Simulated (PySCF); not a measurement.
Computed IR spectrum (relative IR intensity) of a molecule C₄H₉O, multiplicity 2. Geometry: B3LYP-D3(BJ)/def2-SVP. Other conformers were not sampled. Method: B3LYP-D3(BJ)/def2-SVP (PySCF). No scaling factor is applied to the harmonic values.

Lines under 2 % of the strongest are left out, and lines within 2 cm⁻¹ are merged.

```tsv
ν (cm⁻¹)	relative intensity
108	2.9
429	3.0
568	13
866	2.9
968	3.4
1011	4.1
1092	18
1115	17
1170	23
1176	8.5
1274	100
1360	67
1407	66
1433	4.6
1448	4.6
1454	4.1
1470	9.7
1477	3.0
2951	37
2979	37
3023	36
3039	10
3054	13
3100	16
3121	21
3128	31
```

### Question
Identify the compound among the candidates.
A) C[CH]COC
B) CCC[CH]O
C) C[CH]OCC
D) CC(C)(C)[O]

### Answer
C, C[CH]OCC
